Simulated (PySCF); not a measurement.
Polarisability and C₆ of Co (cobalt, neutral)

[Ar] 3d7 4s2, high-spin 4F determinant. Calculation: PySCF 2.14, in aug-cc-pwCVTZ (10s9p7d4f3g, 127 functions); no relativity, point nucleus. Coupled (time-dependent) response in atomic units; α is the mean over directions.

```
method  mean α (bohr³)  C₆ (like pair)  S(−4)
 M06-L           53.23           450.3   1453
```

S(−4) is the Cauchy moment in α(ω) = α(0) + S(−4) ω² + …

Reference α: 55 ± 4 bohr³ (recommended; Schwerdtfeger and Nagle, table of static dipole polarizabilities (2023 update)). Published C₆: 408.0 (Chu and Dalgarno (2004); Tang, Norbeck and Certain (1976)).

α(iu) at M06-L:

| u (hartree) | α(iu) (bohr³) |
| --- | --- |
| 0 | 53.23 |
| 0.0500 | 49.87 |
| 0.100 | 42.18 |
| 0.200 | 27.02 |
| 0.300 | 17.72 |
| 0.500 | 9.365 |
| 0.750 | 5.535 |
| 1.00 | 3.838 |
| 1.50 | 2.297 |
| 2.00 | 1.581 |
| 3.00 | 0.9117 |
| 5.00 | 0.4332 |

A single London oscillator, α(iu) = α/(1 + u²/ω²), gives C₆ = (3/4) ω α². Matching the computed C₆ needs ω = 4 × 450.3 / (3 × 53.23²) = 0.212 hartree.
